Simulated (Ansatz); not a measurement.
**Cost against result**

Saddle point of InH4O2F, singlet (InH₃O₂ ([OH][InH][OH]) + HF → InH₂O₂F ([OH][In]([OH])[F]) + H₂; bonds formed: In1–F6, H2–H5; bonds broken: In1–H2, H5–F6), PBE0-D4/def2-TZVP structure:

```
8
angstrom
In -0.3246 -0.1124 -0.2342
H 1.4691 -0.6949 0.3878
O -0.3428 0.5315 -2.0834
O -1.8057 -1.0048 0.6847
H 1.3808 0.1893 0.8354
F 0.7839 1.2116 1.0915
H 0.4559 1.0200 -2.2987
H -1.6166 -1.1403 1.6168
```

Barriers are electronic and count from the start structure reached by relaxing down the imaginary mode.

Computed with Ansatz 0.2.0 (basis: as named in each row); correlated methods freeze the cores. Filled d shells of the heavier atoms are correlated. Core potentials replace the inner electrons of the atoms past krypton. The def2 sets are not built for correlating such inner shells, so the correlated values are less sure here. B3LYP uses VWN-RPA correlation. Extrapolation: Hartree–Fock as exp(−7.88 √X), correlation as X^−2.97.

Times are rough, for one single point on 4 threads of a shared host (Arm Neoverse V2).

The estimate by CCSD(T) at an estimated basis limit (MP2 extrapolated from triple and quadruple zeta, plus CCSD(T) − MP2 in triple zeta) is 0.777 eV.

| method | basis | time (s) | barrier (eV) | method less estimate |
| --- | --- | --- | --- | --- |
| SPW92 | def2-SVP | under 1 | 0.250 | -0.527 |
| PBE-D4 | def2-SVP | under 1 | 0.399 | -0.378 |
| PBE0-D4 | def2-SVP | under 1 | 0.598 | -0.179 |
| SPW92 | def2-TZVPP | under 1 | 0.349 | -0.428 |
| PBE-D4 | def2-TZVPP | 1 | 0.496 | -0.281 |
| BLYP-D4 | def2-TZVPP | 1 | 0.566 | -0.211 |
| B3LYP-D4 | def2-TZVPP | 1 | 0.686 | -0.091 |
| PBE0-D4 | def2-TZVPP | 1 | 0.658 | -0.119 |
| BHLYP-D4 | def2-TZVPP | 1 | 0.844 | 0.067 |
| CAM-B3LYP-D4 | def2-TZVPP | 2 | 0.699 | -0.078 |
| r2SCAN0-D4 | def2-TZVPP | 2 | 0.694 | -0.083 |
| r2SCAN-D4 | def2-TZVPP | 2 | 0.552 | -0.225 |
| CCSD(T) | def2-SVP | 3 | 0.756 | -0.021 |
| PBE-QIDH | def2-TZVPP | 3 | 0.743 | -0.034 |
| B2PLYP | def2-TZVPP | 3 | 0.714 | -0.063 |
| wB97M-V | def2-SVP | 3 | 0.660 | -0.117 |
| RPA on PBE | def2-TZVPP | 3 | 0.774 | -0.003 |
| wB97X-V | def2-TZVPP | 4 | 0.713 | -0.064 |
| B97M-V | def2-TZVPP | 5 | 0.658 | -0.119 |
| wB97M-V | def2-TZVPP | 5 | 0.741 | -0.036 |
| MP2 | def2-QZVPP | 8 | 0.742 | -0.035 |
| CCSD(T) | def2-TZVPP | 68 | 0.793 | 0.016 |

All methods are single points on the PBE0-D4 structures.

No T1 diagnostic of these runs exceeds 0.017.

Labels in which every atom is bracketed show which atoms are joined, not bond orders.
